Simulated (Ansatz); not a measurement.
SnH2Me(OtBu) (C₅H₁₄OSn). Charge 0, multiplicity 1. Geometry PBE-D4/def2-SVP, basis def2-TZVP, Ansatz.

```xyz
21

C     0.719    1.443   -3.188
C    -0.392   -0.154    0.988
C     0.936   -0.297    1.751
C    -1.346    0.772    1.760
C    -1.044   -1.533    0.790
O    -0.189    0.499   -0.266
Sn    0.948   -0.187   -1.793
H     2.590   -0.402   -1.267
H     0.298   -1.685   -2.388
H     1.335    1.268   -4.090
H     1.039    2.382   -2.698
H    -0.345    1.526   -3.478
H     0.781   -0.724    2.763
H     1.637   -0.967    1.210
H     1.423    0.693    1.860
H    -0.886    1.774    1.876
H    -1.580    0.369    2.766
H    -2.292    0.894    1.196
H    -0.366   -2.221    0.242
H    -1.980   -1.436    0.205
H    -1.287   -2.012    1.761
```

```
run  HOMO (eV)  LUMO (eV)
  A      -5.72      -0.97
  B      -7.45       0.09
  C      -6.03      -0.66
  D      -7.23      -0.11
  E      -9.96       1.90
```

In the def2 sets Sn takes a core potential; there is no spin–orbit coupling. LC-ωPBE has ω = 0.4 bohr⁻¹. Another isomer (singlet) lies 0.33 eV lower at PBE0-D4/def2-TZVP; other spin states weren't run for this one.

**Question.** The runs used LC-ωPBE, PBE, PBE0, r2SCAN, r2SCAN0. Estimate which is which.

**Answer.** A PBE (0 % exact exchange); B r2SCAN0 (25 % exact exchange); C r2SCAN (0 % exact exchange); D PBE0 (25 % exact exchange); E LC-ωPBE (range-separated). Exact exchange lowers occupied and raises empty levels; among semilocal functionals meta-GGAs tend to open the gap a little, and such runs are hard to tell apart. The gap grows from 4.75 eV (PBE) to 11.86 eV (LC-ωPBE).
